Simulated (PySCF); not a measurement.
**Predicted spectroscopic data**

Calculated, not measured (PySCF 2.14): geometry: GFN2-xTB, shielding tensors at PBE0/pcSseg-1 (GIAO). One computed conformer, rapidly exchanging positions averaged, non-relativistic, isolated molecule.

References, each an isolated molecule treated in the same way: ¹H (σ = 31.72 ppm) and ¹³C (σ = 186.93 ppm) against TMS. Splittings of carbon signals by F and P are missing where no couplings were computed. Where no couplings were computed, multiplicities follow the n + 1 count of equivalent neighbours, and m marks all less simple cases (inequivalent or close neighbours, rings, F or P nearby). Shifts are as computed. Against solution values, carbons near 30 ppm lie about +3 ppm off and those near 130 ppm about +5 ppm. Of 1211 compounds with measured shifts, 218 miss one by over three times the rms of a fit or turn the order of signals round; such compounds aren't used in these exercises. OH and NH positions are gas-phase values without hydrogen bonding to other molecules.

**1.** SMILES [SiH3]c1cpcc2ccccc12, C$_{9}$H$_{9}$PSi. ¹H NMR (400 MHz, computed): δ 10.08 (m, 1H), 9.36 (m, 1H), 8.31 (d, 1H), 8.13 (m, 1H), 8.00 (m, 1H), 8.00 (m, 1H), 4.97 (s, 3H). ¹³C{¹H} NMR (computed): δ 176.5 (CH), 165.1 (CH), 143.9 (C), 139.9 (C), 138.1 (C), 136.5 (CH), 135.9 (CH), 132.9 (CH), 132.6 (CH).

**2.** `InChI=1S/C5H11FOSi2/c6-3-5-4(1-2-7)8-9-5/h7H,1-3,8-9H2`. ¹H NMR (400 MHz, computed): δ 5.62 (m, 2H), 4.83 (m, 2H), 4.62 (m, 2H), 3.89 (t, 2H), 2.39 (t, 2H), 1.08 (br s, 1H). ¹³C{¹H} NMR (computed): δ 179.1 (C), 168.0 (C), 86.9 (CH2), 63.3 (CH2), 43.4 (CH2).
